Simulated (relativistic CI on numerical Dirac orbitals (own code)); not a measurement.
# Radial parameters of Pd5+

Computed by Dirac-Coulomb-Breit CI, separate exchange-only KLI orbitals for each configuration, a model potential for QED, valence Slater integrals scaled by 0.85, P86 correlation energy added to each configuration (own radial code, finite nucleus).

Slater integrals F^k, G^k are unscaled and averaged over j, outside the closed core [Ar] 3d10; ζ comes from projecting the Hamiltonian with its Breit term on Σ l·s of the shell.

- 4s2 4p6 4d5: F^2(4d,4d) = 84064, F^4(4d,4d) = 55808, ζ(4d) = 1941.7 cm⁻¹; <r>(4d) = 1.206, <r^2>(4d) = 1.685 (bohr units).
- 4s2 4p6 4d4 5s: F^2(4d,4d) = 85581, F^4(4d,4d) = 56901, ζ(4d) = 2053.5, G^2(4d,5s) = 17382 cm⁻¹; <r>(4d) = 1.185, <r^2>(4d) = 1.627, <r>(5s) = 2.099, <r^2>(5s) = 4.914 (bohr units).
- 4s2 4p6 4d4 4f: F^2(4d,4d) = 85295, F^4(4d,4d) = 56689, ζ(4d) = 2049, F^2(4d,4f) = 49142, F^4(4d,4f) = 29653, G^1(4d,4f) = 55583, G^3(4d,4f) = 33364, G^5(4d,4f) = 23196, ζ(4f) = -50.992 cm⁻¹; <r>(4d) = 1.189, <r^2>(4d) = 1.638, <r>(4f) = 2.113, <r^2>(4f) = 5.326 (bohr units).

Give the Racah parameters of the d shell in 4s2 4p6 4d5.

B = F²/49 − 5F⁴/441 = 1083 cm⁻¹ and C = 35F⁴/441 = 4429 cm⁻¹.

In this model ζ of a weakly bound d, f or g electron outside closed shells comes out too small, for d by up to a factor of two or three and at times with the wrong sign; that of an outer p electron is too small as well.

Averages of the first 10 configurations, taken without configuration mixing, which lowers the lowest level and can move excited configurations by several eV; other configurations of the list can lie among them:

```
    Configuration  Parity  States  Average energy above the lowest level (eV)
      4s2 4p6 4d5    even     252                                         5.9
   4s2 4p6 4d4 5s    even     420                                        28.3
   4s2 4p6 4d4 4f     odd    2940                                        52.8
   4s2 4p6 4d4 5p     odd    1260                                        38.1
      4s2 4p5 4d6     odd    1260                                        62.5
   4s2 4p6 4d4 6s    even     420                                        56.1
   4s2 4p6 4d4 6p     odd    1260                                        60.1
4s2 4p6 4d3 5s 5p     odd    1440                                        62.8
       4s 4p6 4d6    even     420                                       102.8
   4s2 4p6 4d4 5f     odd    2940                                        66.3
```
